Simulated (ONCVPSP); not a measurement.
## An all-electron radial function and its pseudo partner (Hg)

Columns: radius, all-electron u(r) and pseudo u(r) of the 5s shell (level -120.24 eV) of mercury in the configuration [Kr] 4d10 4f14 5s2 5p6 5d10 6s1.75; revPBE, scalar-relativistic, ONCV scheme, ONCVPSP 4.0.1.

| r (bohr) | all-electron | pseudo |
| --- | --- | --- |
| 0.105 | 0.3477 | 0.0856 |
| 0.210 | -0.0779 | 0.2062 |
| 0.315 | -0.7074 | 0.3798 |
| 0.420 | -0.3280 | 0.5978 |
| 0.525 | 0.3723 | 0.8276 |
| 0.630 | 0.9188 | 1.0252 |
| 0.735 | 1.2012 | 1.1525 |
| 0.840 | 1.2662 | 1.1899 |
| 0.945 | 1.1939 | 1.1411 |
| 1.050 | 1.0517 | 1.0277 |
| 1.155 | 0.8860 | 0.8790 |
| 1.260 | 0.7236 | 0.7226 |
| 1.365 | 0.5781 | 0.5779 |
| 1.470 | 0.4544 | 0.4542 |
| 1.575 | 0.3527 | 0.3526 |
| 1.680 | 0.2713 | 0.2712 |
| 1.785 | 0.2071 | 0.2070 |
| 1.890 | 0.1572 | 0.1572 |
| 1.995 | 0.1188 | 0.1187 |
| 2.100 | 0.0894 | 0.0894 |
| 2.205 | 0.0671 | 0.0671 |
| 2.310 | 0.0502 | 0.0502 |
| 2.415 | 0.0375 | 0.0375 |
| 2.520 | 0.0279 | 0.0279 |
| 2.625 | 0.0208 | 0.0208 |
| 2.730 | 0.0154 | 0.0154 |

(1) How many radial nodes do the two functions have?

(2) At about which radius was the pseudo-wave matched?

(3) Where does each function peak?

(4) Is the pseudo-wave norm-conserving?

Answers

(1) The all-electron 5s function has n − l − 1 = 4 (the table is too coarse to show those close to the nucleus); the pseudo-wave has 0, since the states of the same l below it are removed with the core.

(2) 1.40 bohr, where the columns begin to agree (steps of 0.10 bohr).

(3) Outermost all-electron maximum near 0.84 bohr, pseudo maximum near 0.84 bohr (to the table’s step).

(4) Yes: the ONCV scheme keeps the norm inside the radius equal to the all-electron one, which fixes the energy derivative of the logarithmic derivative at the level.
